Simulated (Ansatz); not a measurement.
```yaml
crystal:
  periodic: [false, false, false]
  atoms:
    - {symbol: C, position_ang: [-0.199894, 0.911720, 0.405605]}
    - {symbol: Ga, position_ang: [0.309832, -0.793682, -0.378796]}
    - {symbol: F, position_ang: [1.985639, -1.113765, -0.783926]}
    - {symbol: I, position_ang: [-1.183114, -2.694338, -0.911914]}
    - {symbol: H, position_ang: [-0.984658, 1.371854, -0.196177]}
    - {symbol: H, position_ang: [-0.592655, 0.745533, 1.409980]}
    - {symbol: H, position_ang: [0.664841, 1.572679, 0.455217]}
basis:
  gaussian: {orbitals: def2-TZVP, fitting: {mean_field: cc-pVTZ-jkfit}}
magnetization: {spin_polarized: true, initial_magnetization: 2}
hamiltonian: {xc: {name: B2PLYP}}
output: {forces: true}
```

```sh
$ ansatz run in.yaml --threads 4 --pin off --events-out ev --progress --plain --max-ram 10444MiB
```

(1) How does Ansatz answer? (An estimate is asked.)

Answers

(1) Ansatz gave: The input was rejected before any iteration.
```
Functional definition: B2PLYP
Error: <dir> the basis set cc-pVTZ-JKFIT has no functions for I
```
